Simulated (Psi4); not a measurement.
C$_{6}$H$_{12}$BO$_{2}$ (SMILES [CH2]C1(C)OBOC1(C)C), doublet, geometry from GFN2-xTB; MP2/STO-3G (Psi4).

Psi4 was given this input:
```
memory 2 GB

molecule mol {
0 2
  C     1.449594    0.824541    1.180045
  C     0.840397    0.072580    0.077224
  C     1.570844    0.380696   -1.242600
  O     0.948034   -1.332436    0.306461
  B    -0.241839   -1.923405    0.052349
  O    -1.228855   -1.040667   -0.235692
  C    -0.744738    0.281505   -0.044207
  C    -1.198247    1.167250   -1.198473
  C    -1.323393    0.809916    1.272738
  H     1.755944    1.840154    1.030076
  H     1.640508    0.345471    2.118160
  H     1.514850    1.438215   -1.479618
  H     1.143870   -0.206130   -2.051776
  H     2.614030    0.095768   -1.127793
  H    -0.400404   -3.074053    0.072338
  H    -2.283479    1.237721   -1.174985
  H    -0.779572    2.164452   -1.096552
  H    -0.910122    0.746286   -2.156560
  H    -1.021072    0.167717    2.096147
  H    -0.975967    1.822080    1.460958
  H    -2.409570    0.805245    1.213347
}

set basis sto-3g
set reference uhf
set freeze_core true
set mp2_type conv
set scf_type pk
set puream true
set d_convergence 1e-8

energy('mp2')
print_variables()
```

### Question
What does Psi4 print? Leave out banner, timings and long lists.

### Answer

```
   => Loading Basis Set <=

    Name: STO-3G
    Role: ORBITAL
    Keyword: BASIS

         ---------------------------------------------------------
                                   SCF
               by Justin Turney, Rob Parrish, Andy Simmonett
                          and Daniel G. A. Smith
                              UHF Reference
         ---------------------------------------------------------

  ==> Geometry <==

    Molecular point group: c1
    Full point group: C1

    Geometry (in Angstrom), charge = 0, multiplicity = 2:

       Center              X                  Y                   Z               Mass
    ------------   -----------------  -----------------  -----------------  -----------------
         C            1.450636982180     0.897356785787     1.171073949895    12.000000000000
         C            0.841439982180     0.145395785787     0.068252949895    12.000000000000
         C            1.571886982180     0.453511785787    -1.251571050105    12.000000000000
         O            0.949076982180    -1.259620214213     0.297489949895    15.994914619570
         B           -0.240796017820    -1.850589214213     0.043377949895    11.009305360000
         O           -1.227812017820    -0.967851214213    -0.244663050105    15.994914619570
         C           -0.743695017820     0.354320785787    -0.053178050105    12.000000000000
         C           -1.197204017820     1.240065785787    -1.207444050105    12.000000000000
         C           -1.322350017820     0.882731785787     1.263766949895    12.000000000000
         H            1.756986982180     1.912969785787     1.021104949895     1.007825032230
         H            1.641550982180     0.418286785787     2.109188949895     1.007825032230
         H            1.515892982180     1.511030785787    -1.488589050105     1.007825032230
         H            1.144912982180    -0.133314214213    -2.060747050105     1.007825032230
         H            2.615072982180     0.168583785787    -1.136764050105     1.007825032230
         H           -0.399361017820    -3.001237214213     0.063366949895     1.007825032230
         H           -2.282436017820     1.310536785787    -1.183956050105     1.007825032230
         H           -0.778529017820     2.237267785787    -1.105523050105     1.007825032230
         H           -0.909079017820     0.819101785787    -2.165531050105     1.007825032230
         H           -1.020029017820     0.240532785787     2.087175949895     1.007825032230
         H           -0.974924017820     1.894895785787     1.451986949895     1.007825032230
         H           -2.408527017820     0.878060785787     1.204375949895     1.007825032230

  Running in c1 symmetry.

  Rotational constants: A =      0.06777  B =      0.05965  C =      0.05177 [cm^-1]
  Rotational constants: A =   2031.61956  B =   1788.14316  C =   1552.11859 [MHz]
  Nuclear repulsion =  488.615782802738863

  Charge       = 0
  Multiplicity = 2
  Electrons    = 69
  Nalpha       = 35
  Nbeta        = 34

  ==> Algorithm <==

  SCF Algorithm Type is PK.
  DIIS enabled.
  MOM disabled.
  Fractional occupation disabled.
  Guess Type is SAD.
  Energy threshold   = 1.00e-08
  Density threshold  = 1.00e-08
  Integral threshold = 1.00e-12

  ==> Primary Basis <==

  Basis Set: STO-3G
    Blend: STO-3G
    Number of shells: 39
    Number of basis functions: 57
    Number of Cartesian functions: 57
    Spherical Harmonics?: true
    Max angular momentum: 1

  ==> Integral Setup <==

  Using in-core PK algorithm.
   Calculation information:
      Number of atoms:                  21
      Number of AO shells:              39
      Number of primitives:            117
      Number of atomic orbitals:        57
      Number of basis functions:        57

      Integral cutoff                 1.00e-12
      Number of threads:                 1

  Performing in-core PK
  Using 2734062 doubles for integral storage.
  We computed 282539 shell quartets total.
  Whereas there are 304590 unique shell quartets.

  ==> DiskJK: Disk-Based J/K Matrices <==

    J tasked:                  Yes
    K tasked:                  Yes
    wK tasked:                  No
    Schwarz Cutoff:          1E-12

  Minimum eigenvalue in the overlap matrix is 2.0209762527E-01.
  Reciprocal condition number of the overlap matrix is 7.7267003873E-02.
    Using symmetric orthogonalization.

  ==> Pre-Iterations <==

  SCF Guess: Superposition of Atomic Densities via on-the-fly atomic UHF (no occupation information).

   -------------------------
    Irrep   Nso     Nmo
   -------------------------
     A         57      57
   -------------------------
    Total      57      57
   -------------------------

  ==> Iterations <==

                        Total Energy        Delta E     RMS |[F,P]|

   @UHF iter SAD:  -396.65539710054099   -3.96655e+02   0.00000e+00
   @UHF iter   1:  -403.45486141339575   -6.79946e+00   7.49007e-03 ADIIS/DIIS
   @UHF iter   2:  -403.57341177451923   -1.18550e-01   2.62526e-03 ADIIS/DIIS
   @UHF iter   3:  -403.58760630141649   -1.41945e-02   6.00742e-04 ADIIS/DIIS
   @UHF iter   4:  -403.58927669695333   -1.67040e-03   1.84267e-04 ADIIS/DIIS
   @UHF iter   5:  -403.58945658444338   -1.79887e-04   7.45091e-05 DIIS
   @UHF iter   6:  -403.58948782987005   -3.12454e-05   2.42537e-05 DIIS
   @UHF iter   7:  -403.58949123341688   -3.40355e-06   8.23991e-06 DIIS
   @UHF iter   8:  -403.58949159190848   -3.58492e-07   4.25573e-06 DIIS
   @UHF iter   9:  -403.58949170371852   -1.11810e-07   2.30801e-06 DIIS
   @UHF iter  10:  -403.58949175061161   -4.68931e-08   6.98243e-07 DIIS
   @UHF iter  11:  -403.58949175414875   -3.53714e-09   2.62770e-07 DIIS
   @UHF iter  12:  -403.58949175462840   -4.79645e-10   8.64526e-08 DIIS
   @UHF iter  13:  -403.58949175467734   -4.89422e-11   3.20124e-08 DIIS
   @UHF iter  14:  -403.58949175468371   -6.36646e-12   1.42176e-08 DIIS
[...]
  @UHF Final Energy:  -403.58949175468547
    Total Energy =                       -403.5894917546854685
  DIE_IF_NOT_CONVERGED          => (empty)
[...]
  FREEZE_CORE                   => TRUE            !
  FREEZE_CORE_POLICY            => (empty)
  FROZEN_DOCC                   => (empty)
  FROZEN_UOCC                   => (empty)
  INTEGRAL_PACKAGE              => (empty)
  IP_POLES                      => (empty)
  LEVEL_SHIFT                   => (empty)
  LITERAL_CFOUR                 => (empty)
  LS_THC_BASIS_TOLERANCE        => (empty)
  LS_THC_DF                     => (empty)
  LS_THC_PRUNING_SCHEME         => (empty)
  LS_THC_RADIAL_POINTS          => (empty)
  LS_THC_SPHERICAL_POINTS       => (empty)
  LS_THC_S_EPSILON              => (empty)
  LS_THC_WEIGHTS_TOLERANCE      => (empty)
  MAT_NUM_COLUMN_PRINT          => (empty)
  MAX_MOGRAD_CONVERGENCE        => (empty)
  MAX_RADIAL_MOMENT             => (empty)
  MBIS_D_CONVERGENCE            => (empty)
  MBIS_MAXITER                  => (empty)
  MBIS_PRUNING_SCHEME           => (empty)
  MBIS_RADIAL_POINTS            => (empty)
  MBIS_SPHERICAL_POINTS         => (empty)
  MOGRAD_DAMPING                => (empty)
  MOLDEN_WITH_VIRTUAL           => (empty)
  MO_MAXITER                    => (empty)
  MO_READ                       => (empty)
  MO_STEP_MAX                   => (empty)
  MO_WRITE                      => (empty)
  MP2_OS_SCALE                  => (empty)
  MP2_SOS_SCALE                 => (empty)
  MP2_SOS_SCALE2                => (empty)
  MP2_SS_SCALE                  => (empty)
  MP2_TYPE                      => CONV            !
  MP_TYPE                       => (empty)
  NAT_ORBS                      => (empty)
  NUM_FROZEN_DOCC               => (empty)
  NUM_FROZEN_UOCC               => (empty)
  NUM_GPUS                      => (empty)
  OCC_ORBS_PRINT                => (empty)
  OEPROP                        => (empty)
  OPT_METHOD                    => (empty)
  ORBITAL_OPTIMIZER_PACKAGE     => (empty)
  ORB_OPT                       => FALSE           !
  ORB_RESP_SOLVER               => (empty)
  ORTH_TYPE                     => (empty)
  OS_SCALE                      => (empty)
  PARENT_SYMMETRY               => (empty)
  PCG_BETA_TYPE                 => (empty)
  PCG_CONVERGENCE               => (empty)
  PCG_MAXITER                   => (empty)
  PCM                           => (empty)
  PE                            => (empty)
  PRINT                         => (empty)
  PRINT_NOONS                   => (empty)
  PROPERTIES                    => (empty)
  PROPERTIES_ORIGIN             => (empty)
  PUREAM                        => TRUE            !
  QC_MODULE                     => (empty)
  RAS1                          => (empty)
  RAS2                          => (empty)
  RAS3                          => (empty)
  RAS4                          => (empty)
  RELATIVISTIC                  => (empty)
  RELAXED                       => (empty)
  REMP_A                        => (empty)
  RESTRICTED_DOCC               => (empty)
  RESTRICTED_UOCC               => (empty)
  RMS_MOGRAD_CONVERGENCE        => (empty)
  R_CONVERGENCE                 => (empty)
  SCF_TYPE                      => PK              !
  SCREENING                     => (empty)
  SCS_TYPE                      => (empty)
  SOCC                          => (empty)
  SOS_TYPE                      => (empty)
  SPIN_SCALE_TYPE               => NONE            !
  SS_SCALE                      => (empty)
  SYMMETRIZE                    => (empty)
  TPDM_ABCD_TYPE                => (empty)
  WFN                           => (empty)
  WFN_TYPE                      => OMP2            !
  WRITER_FILE_LABEL             => (empty)
  ZORA_BASIS_TOLERANCE          => (empty)
  ZORA_NR_DEBUG                 => (empty)
  ZORA_PRUNING_SCHEME           => (empty)
  ZORA_RADIAL_POINTS            => (empty)
  ZORA_SPHERICAL_POINTS         => (empty)

 ==============================================================================
 ==============================================================================
 ==============================================================================

                             MP2
                    Program Written by Ugur Bozkaya,
              Additional Contributions by J. P. Misiewicz

 ==============================================================================
 ==============================================================================
 ==============================================================================

	MO spaces per irreps...

	IRREP   FC   AOCC  BOCC  AVIR    BVIR  FV
	==========================================
	   A     9    26    25    22     23     0
	==========================================

	Computing MP2 energy using SCF MOs (Canonical MP2)...
	==============================================================================
	Nuclear Repulsion Energy (a.u.)    :   488.61578280273886
	SCF Energy (a.u.)                  :  -403.58949175468547
	REF Energy (a.u.)                  :  -403.58949175468547
	Alpha-Alpha Contribution (a.u.)    :    -0.03069341811725
	Alpha-Beta Contribution (a.u.)     :    -0.34928435734317
	Beta-Beta Contribution (a.u.)      :    -0.03106183366088
	Scaled_SS Correlation Energy (a.u.):    -0.02058508392604
	Scaled_OS Correlation Energy (a.u.):    -0.41914122881180
	SCS-MP2 Total Energy (a.u.)        :  -404.02921806742330
	SOS-MP2 Total Energy (a.u.)        :  -404.00863298349725
	SCSN-MP2 Total Energy (a.u.)       :  -403.69818099781503
	SCS-MP2-VDW Total Energy (a.u.)    :  -404.06745335797376
	SOS-PI-MP2 Total Energy (a.u.)     :  -404.07848985496588
	MP2 Correlation Energy (a.u.)      :    -0.41103960912130
	MP2 Total Energy (a.u.)            :  -404.00053136380677
	==============================================================================

  Variable Map:
  ----------------------------------------------------------------------------
[...]
  Array Variable Map:
  ----------------------------------------------------------------------------
[...]
[...]
```
